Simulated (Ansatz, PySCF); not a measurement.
Si(Cl)(Br)(NH2)2 (BrClH₄N₂Si), SMILES N[Si](N)(Cl)Br.

The structure is a stationary point at PBE0-D3(BJ)/def2-SVP. This is a generated structure with no PubChem entry under its InChIKey; it may be hypothetical. The values are those of a single conformer.

Vertical ionisation energy (IE) and electron affinity (EA) in eV. Rows of orbital energies are one-electron estimates. Where ΔSCF, EOM or ADC give a negative EA the extra electron is unbound and the value depends on the basis.

```csv
level,IE,EA
"−ε(HOMO), −ε(LUMO), CAM-B3LYP/def2-TZVP (PySCF)",___,___
"−ε(HOMO), −ε(LUMO), PBE/def2-TZVP (PySCF)",6.48,0.55
"ΔSCF, PBE0/def2-SVPD (Ansatz), final states of multiplicity 2 and 2",9.86,-1.03
"ΔSCF, PBE/def2-SVPD (Ansatz), final states of multiplicity 2 and 2",9.31,-0.79
```

Problem. Fill in the missing entries. (The exact figures need the calculation; the answer reports its results.)

Solution. 
- −ε(HOMO), −ε(LUMO), CAM-B3LYP/def2-TZVP (PySCF), IE: 9.26
- −ε(HOMO), −ε(LUMO), CAM-B3LYP/def2-TZVP (PySCF), EA: -1.27

Problem. What vertical singlet–triplet gap does ΔSCF give with PBE0/def2-SVPD (Ansatz, an electronic-structure program) and with PBE/def2-SVPD (Ansatz)? (An estimate is asked for; the answer gives what the named calculation found.)

Solution. 6.46 and 5.71 eV (triplet above singlet where positive).
